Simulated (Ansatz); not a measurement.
Ansatz (a quantum-chemistry and plane-wave program) input:
A basis named .json is the Basis Set Exchange file of that set.

Ansatz 0.2 input:
```yaml
crystal:
  periodic: [false, false, false]
  atoms:
    - {symbol: Si, position_ang: [-0.11279078, -0.04753227, 0.67989811]}
    - {symbol: O, position_ang: [0.43321028, -1.25423642, -0.49036843]}
    - {symbol: H, position_ang: [1.18036507, -0.89573951, -0.98392959]}
    - {symbol: O, position_ang: [-0.28070294, 1.31850603, -0.42893945]}
    - {symbol: H, position_ang: [-0.82135288, 1.04703434, -1.18018088]}
basis:
  gaussian:
    orbitals: aug-cc-pV_D+d_Z.json
total_charge: -1
magnetization: {spin_polarized: true, initial_magnetization: 1}
correlation: {method: ccsd_t, electrons: outside_noble_gas}
output: {forces: true}
```

### Question
What final total energy does it print?

### Answer
-440.43251 Eh (CCSD(T)/aug-cc-pV(D+d)Z). The basis has 96 functions.
